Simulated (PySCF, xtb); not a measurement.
C2H6N2OSi, SMILES C[Si@@H](N)OC#N. The values are those of a single conformer.

Harmonic wavenumbers (cm⁻¹) from GFN2-xTB in xtb 6.7.1 at its own minimum, in rising order: 42, 88, 106, 176, 210, 242, 267, 487, 495, 508, 626, 655, 701, 740, 801, 824, 861, 944, 1255, 1381, 1475, 1483, 1505, 2226, 2467, 3030, 3038, 3056, 3476, 3532.

Question: What does PBE-D3(BJ)/def2-SVP in PySCF give at its own minimum? (Estimate from the structure and the level; the computed values follow.)

Answer: 41, 92, 146, 204, 240, 270, 313, 392, 492, 501, 617, 630, 698, 748, 818, 845, 870, 924, 1163, 1230, 1376, 1382, 1492, 2215, 2304, 2981, 3080, 3090, 3504, 3600. Paired by order, the mean absolute difference is 41 cm⁻¹ and the zero-point energies are 52.5 and 51.8 kcal/mol.
